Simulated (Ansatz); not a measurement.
Consider the redistribution: `[SiH3][Se]BCl` + `[AlH3]` → `[SiH3][SeH]` + `[AlH2][BH]Cl`.

Gas-phase electronic energies from Ansatz, PBE0-D4/def2-TZVP geometries. CCSD(T)/CBS adds triple-zeta CCSD(T) − MP2 to the extrapolated MP2 energy (def2 sets, frozen cores). This one scheme is used for every species. For Se outer-core shells are correlated without core-valence functions, which leaves a few kJ/mol of doubt a bond. Scalar relativity is left out up to krypton. Each species was taken in one conformer, which may not be the lowest.

```tsv
species	CCSD(T)/CBS(def2) energy (Eh)
`[SiH3][Se]BCl`	-3176.83690
`[AlH3]`	-243.78045
`[SiH3][SeH]`	-2692.20088
`[AlH2][BH]Cl`	-728.37691
```

Question: Work out ΔE.

Answer: ΔE = (-2692.20088) + (-728.37691) − (-3176.83690) − (-243.78045) = 0.03956 Eh = +1.08 eV.

Largest T1 diagnostic among the species: 0.013.

The D4 term adds +0.07 eV with B3LYP and +0.04 eV with PBE0; it sums over pairs of atoms, weighted by their polarisabilities, and B3LYP, whose exchange is more repulsive, gets the larger term. In def2-TZVPP, CCSD(T) changes the Hartree–Fock value by +0.11 eV (the triples alone add +0.04 eV) and MP2 by +0.25 eV.

B3LYP here is the variant with VWN-RPA as its local correlation; programs differ in this.
